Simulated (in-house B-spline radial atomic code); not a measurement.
# The chlorine ion Cl⁵⁺: [He] 2s1 2p6 3s2 4f1 (an excited or competing configuration)

All numbers are computed (non-relativistic PBE, spin-polarised, spherical fractional occupations; point nucleus) with an all-electron radial atomic-structure program (B-spline basis), not measured.

Screening seen three ways: the hydrogenic charge with the same mean radius, Z_r = [3n² - l(l+1)]/(2<r>), the one with the same energy, Z_e = n√(-2ε), and Slater's rules. Values are occupation-weighted means over spin.

```tsv
shell	electrons	ε (eV)	<r> (bohr)	Z_r	Z_e	Slater
1s	2	-2878.8	0.09133	16.42	14.55	16.70
2s	1	-372.47	0.4346	13.81	10.46	13.20
2p	6	-313.15	0.3926	12.73	9.60	13.20
3s	2	-101.65	1.237	10.91	8.20	8.70
4f	1	-28.673	2.788	6.46	5.81	6.00
```

The least bound orbital is 4f up at -28.67 eV, and it is also the most diffuse (<r> = 2.788 bohr). The part-filled 2s shell lies below the filled 3s shell in orbital energy.
